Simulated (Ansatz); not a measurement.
Species: CH$_{4}$OSi, SMILES `O=C[SiH3]` (charge 0, multiplicity 1).

Question: Give a relaxed geometry from PBE0-D3(BJ)/def2-TZVP (Ansatz, a program for electronic structure).

Answer: the end point of this relaxation (outside a Z-matrix the atoms follow the SMILES, hydrogens last).
Cartesian coordinates (Å) in one orientation:
```xyz
7

O      1.861     0.877    -0.129
C      1.118    -0.009     0.201
Si    -0.777     0.020    -0.147
H      1.531    -0.899     0.737
H     -1.132     1.267    -0.863
H     -1.115    -1.181    -0.956
H     -1.486    -0.074     1.157
```
